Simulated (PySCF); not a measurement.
Vertical excitations of a molecule CH₆OSi₂ from TDDFT-PBE/def2-SVPD in PySCF, as energy in eV (oscillator strength): 5.28 (0.000), 5.55 (0.001), 5.57 (0.000), 5.64 (0.053), 5.85 (0.047), 6.08 (0.014), 6.25 (0.104), 6.26 (0.001), 6.40 (0.002), 6.51 (0.043). Lowest triplet (TDA): 4.96 eV. Coordinates come from a TPSSh-D3(BJ)/def2-SVP optimisation. One conformer was computed; it need not be the lowest.

Task: Which structure fits?
(A) O=C[SiH2][SiH3]
(B) CO[Si][SiH3]
(C) O=C([SiH3])[SiH3]
(D) C1O[SiH2][SiH2]1

Result: D, C1O[SiH2][SiH2]1
